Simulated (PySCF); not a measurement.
C2H4O2, charge +1, doublet, at a GFN2-xTB geometry (a state made from the parent by changing its charge; the spin is typed, not shown lowest); CASSCF(7,7)/6-31G in PySCF.

Here is a job for PySCF.
```python
from pyscf import gto, scf, mcscf
import numpy

mol = gto.Mole()
mol.atom = '''
    C    -1.319766   -0.344230    0.111752
    C     0.167568    0.076777   -0.039654
    O     1.015533   -0.615998    0.592310
    O     0.218260    1.028028   -0.766258
    H    -2.008857    0.289392   -0.456207
    H    -1.370942   -1.367201   -0.280520
    H    -1.540742   -0.241669    1.181152
    H     1.963382   -0.372050    0.514574
'''
mol.basis = '6-31g'
mol.charge = 1
mol.spin = 1
mol.verbose = 4
mol.build()

mf = scf.ROHF(mol)
mf.kernel()
mc = mcscf.CASSCF(mf, 7, 7)
mc.fix_spin_(ss=0.75)
mc.kernel()
occ = numpy.linalg.eigvalsh(mc.fcisolver.make_rdm1(mc.ci, mc.ncas, mc.nelecas))[::-1]
ss = mc.fcisolver.spin_square(mc.ci, mc.ncas, mc.nelecas)[0]
print('natural occupations', occ.round(4), ' <S^2>', round(ss, 4))
```

Question: Predict the main parts of the log of this PySCF run.

Answer: 
```
PySCF version 2.14.0

[INPUT] verbose = 4
[INPUT] num. atoms = 8
[INPUT] num. electrons = 31
[INPUT] charge = 1
[INPUT] spin (= nelec alpha-beta = 2S) = 1
[INPUT] symmetry False subgroup None
[INPUT] Mole.unit = angstrom
[INPUT] Symbol           X                Y                Z      unit          X                Y                Z       unit  Magmom
[INPUT]  1 C     -1.319766000000  -0.344230000000   0.111752000000 AA   -2.493996288513  -0.650500423859   0.211180673872 Bohr   0.0
[INPUT]  2 C      0.167568000000   0.076777000000  -0.039654000000 AA    0.316657627241   0.145087502666  -0.074935199744 Bohr   0.0
[INPUT]  3 O      1.015533000000  -0.615998000000   0.592310000000 AA    1.919079240458  -1.164067513280   1.119303680841 Bohr   0.0
[INPUT]  4 O      0.218260000000   1.028028000000  -0.766258000000 AA    0.412451623948   1.942691368384  -1.448017760757 Bohr   0.0
[INPUT]  5 H     -2.008857000000   0.289392000000  -0.456207000000 AA   -3.796189553415   0.546871622640  -0.862106286109 Bohr   0.0
[INPUT]  6 H     -1.370942000000  -1.367201000000  -0.280520000000 AA   -2.590704912663  -2.583635447231  -0.530105972463 Bohr   0.0
[INPUT]  7 H     -1.540742000000  -0.241669000000   1.181152000000 AA   -2.911580408615  -0.456688222798   2.232053791482 Bohr   0.0
[INPUT]  8 H      1.963382000000  -0.372050000000   0.514574000000 AA    3.710254257901  -0.703072604644   0.972403930822 Bohr   0.0

nuclear repulsion = 122.481351902631
number of shells = 28
number of NR pGTOs = 104
number of NR cGTOs = 44
basis = 6-31g
ecp = {}

******** <class 'pyscf.scf.rohf.ROHF'> ********
method = ROHF
initial guess = minao
damping factor = 0
level_shift factor = 0
DIIS = <class 'pyscf.scf.diis.CDIIS'>
diis_start_cycle = 1
diis_space = 8
diis_damp = 0
SCF conv_tol = 1e-09
SCF conv_tol_grad = None
SCF max_cycles = 50
direct_scf = True
direct_scf_tol = 1e-13
num. doubly occ = 15  num. singly occ = 1
Set gradient conv threshold to 3.16228e-05
init E= -228.542442005683
  HOMO = -0.314650020850832  LUMO = 0.0920718629937074  gap/eV = 11.06747
cycle= 1 E= -227.121610188776  delta_E= 1.42  |g|= 0.754  |ddm|= 1.85
  HOMO = -0.564247879592139  LUMO = -0.204126641177056  gap/eV = 9.79940
cycle= 2 E= -227.221844614075  delta_E= -0.1  |g|= 0.677  |ddm|= 0.883
  HOMO = -0.599723914008817  LUMO = -0.145073827244471  gap/eV = 12.37166
cycle= 3 E= -227.31718544783  delta_E= -0.0953  |g|=  0.1  |ddm|= 0.458
  HOMO = -0.531935283785921  LUMO = -0.111034539990935  gap/eV = 11.45329
cycle= 4 E= -227.328922657855  delta_E= -0.0117  |g|= 0.103  |ddm|= 0.161
  HOMO = -0.540055880269612  LUMO = -0.112784835617503  gap/eV = 11.62664
cycle= 5 E= -227.335473113265  delta_E= -0.00655  |g|= 0.0499  |ddm|= 0.133
  HOMO = -0.551077804337751  LUMO = -0.116512743059565  gap/eV = 11.82512
cycle= 6 E= -227.337419553791  delta_E= -0.00195  |g|= 0.019  |ddm|= 0.0777
  HOMO = -0.55377766500405  LUMO = -0.115143767027348  gap/eV = 11.93584
cycle= 7 E= -227.337751732301  delta_E= -0.000332  |g|= 0.00522  |ddm|= 0.0336
  HOMO = -0.553467048421617  LUMO = -0.115846241740737  gap/eV = 11.90827
cycle= 8 E= -227.337800076906  delta_E= -4.83e-05  |g|= 0.00199  |ddm|= 0.014
  HOMO = -0.553936618352829  LUMO = -0.115855149007353  gap/eV = 11.92080
cycle= 9 E= -227.337807912539  delta_E= -7.84e-06  |g|= 0.000811  |ddm|= 0.00557
  HOMO = -0.553891486413003  LUMO = -0.115861864092006  gap/eV = 11.91939
cycle= 10 E= -227.337809600889  delta_E= -1.69e-06  |g|= 0.000399  |ddm|= 0.00328
  HOMO = -0.553964872441202  LUMO = -0.115889783829607  gap/eV = 11.92063
cycle= 11 E= -227.33780991277  delta_E= -3.12e-07  |g|= 0.000171  |ddm|= 0.00122
  HOMO = -0.553955310584949  LUMO = -0.115891524123696  gap/eV = 11.92032
cycle= 12 E= -227.337809958378  delta_E= -4.56e-08  |g|= 5.32e-05  |ddm|= 0.000414
  HOMO = -0.553956832743097  LUMO = -0.115887645643961  gap/eV = 11.92047
cycle= 13 E= -227.33780996233  delta_E= -3.95e-09  |g|= 1.59e-05  |ddm|= 0.000149
  HOMO = -0.553963457199212  LUMO = -0.115888958071952  gap/eV = 11.92061
cycle= 14 E= -227.337809962518  delta_E= -1.88e-10  |g|= 5.25e-06  |ddm|= 3.43e-05
  HOMO = -0.553961747456012  LUMO = -0.115888802046825  gap/eV = 11.92057
Extra cycle  E= -227.337809962534  delta_E= -1.63e-11  |g|= 3.35e-06  |ddm|= 7.96e-06
converged SCF energy = -227.337809962534

******** <class 'pyscf.mcscf.mc1step.CASSCF'> ********
CAS (4e+3e, 7o), ncore = 12, nvir = 25
max_cycle_macro = 50
max_cycle_micro = 4
conv_tol = 1e-07
conv_tol_grad = None
orbital rotation max_stepsize = 0.02
orbital rotation threshold for CI restart = 0.01
augmented hessian ah_max_cycle = 30
augmented hessian ah_conv_tol = 1e-12
augmented hessian ah_linear dependence = 1e-14
augmented hessian ah_level shift = 1e-08
augmented hessian ah_start_tol = 2.5
augmented hessian ah_start_cycle = 3
augmented hessian ah_grad_trust_region = 3
kf_trust_region = 3
kf_interval = 4
ci_response_space = 4
ci_grad_trust_region = 3
with_dep4 0
natorb = False
canonicalization = True
sorting_mo_energy = False
ao2mo_level = 2
internal_rotation = False
******** <class 'pyscf.fci.addons.SpinPenaltyFCISolver'> ********
max. cycles = 50
conv_tol = 1e-08
davidson only = True
linear dependence = 1e-12
level shift = 0.001
max iter space = 12
nroots = 1
pspace_size = 400
spin = None
CASCI E = -227.339897421602  S^2 = 0.7500000
Set conv_tol_grad to 0.000316228
macro iter   1 ( 21 JK    4 micro), CASSCF E = -227.347447147859  dE = -7.54972626e-03  S^2 = 0.7500000
               |grad[o]|=0.00439  |grad[c]|=0.0247  |ddm|=0.0339  |maxRot[o]|= 0.27
macro iter   2 ( 21 JK    4 micro), CASSCF E = -227.361081217460  dE = -1.36340696e-02  S^2 = 0.7500000
               |grad[o]|=0.0133  |grad[c]|=0.0279  |ddm|=0.0156  |maxRot[o]|=0.301
macro iter   3 ( 21 JK    4 micro), CASSCF E = -227.374284782092  dE = -1.32035646e-02  S^2 = 0.7500000
               |grad[o]|=0.0152  |grad[c]|=0.0283  |ddm|=0.0175  |maxRot[o]|= 0.29
macro iter   4 ( 21 JK    4 micro), CASSCF E = -227.384961674576  dE = -1.06768925e-02  S^2 = 0.7500000
               |grad[o]|=0.0146  |grad[c]|=0.0217  |ddm|=0.0216  |maxRot[o]|=0.308
macro iter   5 ( 21 JK    4 micro), CASSCF E = -227.392715027529  dE = -7.75335295e-03  S^2 = 0.7500000
               |grad[o]|=0.0141  |grad[c]|=0.0195  |ddm|=0.0179  |maxRot[o]|=0.308
macro iter   6 ( 21 JK    4 micro), CASSCF E = -227.393153645133  dE = -4.38617604e-04  S^2 = 0.7500000
               |grad[o]|=0.00747  |grad[c]|=0.0128  |ddm|=0.00421  |maxRot[o]|=0.0587
macro iter   7 ( 21 JK    4 micro), CASSCF E = -227.393112748466  dE =  4.08966669e-05  S^2 = 0.7500000
               |grad[o]|=0.00534  |grad[c]|=0.0111  |ddm|=0.00337  |maxRot[o]|=0.0213
macro iter   8 ( 19 JK    4 micro), CASSCF E = -227.393456181927  dE = -3.43433460e-04  S^2 = 0.7500000
               |grad[o]|=0.00547  |grad[c]|=0.00453  |ddm|=0.00238  |maxRot[o]|=0.0306
macro iter   9 ( 15 JK    4 micro), CASSCF E = -227.393855861434  dE = -3.99679507e-04  S^2 = 0.7500000
               |grad[o]|=0.00409  |grad[c]|=0.00251  |ddm|=0.00141  |maxRot[o]|=0.0607
macro iter  10 ( 10 JK    3 micro), CASSCF E = -227.393941071649  dE = -8.52102147e-05  S^2 = 0.7500000
               |grad[o]|=0.00194  |grad[c]|=0.00156  |ddm|=0.000862  |maxRot[o]|=0.0295
macro iter  11 ( 10 JK    3 micro), CASSCF E = -227.393952549670  dE = -1.14780214e-05  S^2 = 0.7500000
               |grad[o]|=0.000803  |grad[c]|=0.000327  |ddm|=0.000365  |maxRot[o]|=0.0134
macro iter  12 (  4 JK    1 micro), CASSCF E = -227.393952826560  dE = -2.76889295e-07  S^2 = 0.7500000
               |grad[o]|=0.000161  |grad[c]|=0.000213  |ddm|=5.44e-05  |maxRot[o]|=0.00205
macro iter  13 (  3 JK    1 micro), CASSCF E = -227.393952833418  dE = -6.85815849e-09  S^2 = 0.7500000
               |grad[o]|=3.18e-05  |grad[c]|=4.33e-05  |ddm|=9.05e-06  |maxRot[o]|=0.000218
1-step CASSCF converged in  13 macro (208 JK  44 micro) steps
CASSCF canonicalization
Density matrix diagonal elements [1.97919263 1.9794263  1.98323445 0.999353   0.01888457 0.02037265
 0.01953639]
CASSCF energy = -227.393952833418
CASCI E = -227.393952833418  E(CI) = -14.7383476650973  S^2 = 0.7500000
natural occupations [1.9838 1.9794 1.9788 0.9995 0.0202 0.0195 0.0189]  <S^2> 0.75
```
